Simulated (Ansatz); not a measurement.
`N[SiH](O)[Si](N)(F)F` + CH₃NH₂ → `CN[SiH](N)O` + `N[SiH](F)F`  (cleavage of the Si–Si bond)

Program: Ansatz. Geometries: PBE0-D4/def2-TZVP. ΔE: electronic, gas phase. CBS: MP2 limit from def2 TZ/QZ plus the TZ coupled-cluster correction, frozen cores. This one scheme is used for every species. DFT in def2-TZVPP. Each species was taken in one conformer, which may not be the lowest.

| level | ΔE (kcal/mol) |
| --- | --- |
| ωB97M-V | -22.4 |
| B2PLYP | -22.5 |
| HF/def2-QZVPP | -26.5 |
| MP2/CBS(def2) | -24.2 |

**Question.** What does CCSD(T)/CBS give? (Estimate.)

**Answer.** Ansatz gave: -22.3 kcal/mol. The listed levels differ from it by -0.1, -0.2, -4.2, -1.9 kcal/mol.

Largest T1 diagnostic among the species: 0.012.

From PBE to PBE0 (25 % exact exchange), in def2-TZVPP and without D4, ΔE moves by −2.5 kcal/mol. In def2-TZVPP, CCSD(T) changes the Hartree–Fock value by +3.5 kcal/mol (the triples alone add +0.6 kcal/mol) and MP2 by +1.6 kcal/mol.
